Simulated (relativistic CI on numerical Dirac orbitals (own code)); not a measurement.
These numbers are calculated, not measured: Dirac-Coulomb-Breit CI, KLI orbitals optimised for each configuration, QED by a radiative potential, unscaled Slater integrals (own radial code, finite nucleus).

Configuration list (outside the closed core [Ne]): 3s²3p⁶3d³, 3s²3p⁵3d⁴, 3s3p⁶3d⁴, 3s²3p⁶3d²4s, 3s²3p⁶3d²4p, 3s²3p⁶3d²4d, 3s²3p⁶3d²4f, 3s²3p⁵3d³4s, 3s²3p⁶3d4s4p, 3s²3p⁵3d³4p, 3s²3p⁶3d²5s, 3s²3p⁶3d²5p, 3s²3p⁶3d²5d, 3s²3p⁶3d4p4d, 3s3p⁶3d³4s, 3s²3p⁶3d²5f, 3s²3p⁶3d²5g, 3s3p⁶3d³4p, 3s²3p⁶3d²6s, 3s²3p⁶3d²6p, 3p⁶3d⁴4p, 3s²3p⁶3d²6d, 3p⁶3d⁵, 3p⁵3d⁶, 3s²3p⁶3d4s², 3s²3p⁶4s²4p, 3s²3p⁶4s²4d, 3s²3p⁶4s²4f, 3s²3p⁶3d4p², 3s²3p⁶4s4p², 3s²3p⁶4p³, 3s²3p⁶4p²4d, 3s²3p⁶4p²4f, 3s²3p⁶3d4s4d, 3s²3p⁶4s4p4d, 3s²3p⁶4s4d², 3s²3p⁶4s4d4f, 3s²3p⁶3d4d², 3s²3p⁶4p4d², 3s²3p⁶4d³, 3s²3p⁶4d²4f, 3p⁶3d⁴4s, 3p⁵3d⁵4s, 3s3p⁶3d²4s², 3s3p⁶3d4s²4p, 3s3p⁶3d4s²4d, 3s3p⁶3d4s²4f. Double excitations out of closed p, d and f shells are left out; levels of such configurations are missing from the list, as are those of other unlisted configurations, and high levels can miss mixing partners. These lack a partner that the ground configuration has and come out too high: 3s²3p⁵3d³4p.

At this charge energies of transitions that change n are usually good to better than 1 %, and those within a shell (Δn = 0) to a few per cent. Terms inside the open d or f shell come out 10 to 20 % too wide with unscaled integrals.

Outline of the computed level scheme of Rb XVII. Lowest level of each configuration: 3s²3p⁶3d³ ⁴F3/2 at 0.000 eV; 3s²3p⁵3d⁴ ⁶D°7/2 at 97.418 eV.

Some strong electric-dipole decays among the lowest 45 levels: 3s²3p⁵3d⁴ ⁴G°9/2 → 3s²3p⁶3d³ ⁴F7/2 (4.9e+09 s⁻¹); 3s²3p⁵3d⁴ ⁴P°3/2 → 3s²3p⁶3d³ ⁴P1/2 (4.1e+09 s⁻¹); 3s²3p⁵3d⁴ ⁴G°11/2 → 3s²3p⁶3d³ ⁴F9/2 (3.9e+09 s⁻¹); 3s²3p⁵3d⁴ ⁴H°7/2 → 3s²3p⁶3d³ ⁴F5/2 (2.7e+09 s⁻¹).

LS names give the leading component of a level, which can be under half, so a name can repeat, a term be missing and a line seem to break the LS rules.
